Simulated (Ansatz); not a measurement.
A structure relaxed at B3LYP-D4/def2-SVP in Ansatz, charge 0, singlet:

Cartesian coordinates in Å:
```
Se -0.144 -1.022 2.070
Zn -2.602 -2.187 0.676
Se -1.573 -0.465 -1.630
Zn 2.351 0.703 2.446
Se 1.733 1.466 -0.449
Zn 0.211 1.535 -3.099
H -0.795 -0.695 3.351
H 0.407 -2.283 2.599
H -1.884 -3.489 0.202
H -3.578 -1.097 1.217
H -1.653 -1.482 -2.695
H -2.868 0.127 -2.011
H 3.352 -0.432 2.069
H 1.580 1.910 3.065
H 3.087 1.266 -0.997
H 1.934 2.920 -0.312
H -0.650 2.778 -2.713
H 1.091 0.447 -3.788
```

Task: Give its formula and point group.

Result: Zn₃H₁₂Se₃, a cluster cut from wurtzite ZnSe (hydrogen-capped). Point group D3h (tolerance 0.1 Å).

Task: Summarise the bond lengths by kind (pairs closer than 1.2 times the sum of covalent radii, bridged metal pairs left out).

Result: 6 × H–Se 1.47 Å; 6 × H–Zn 1.56 Å.
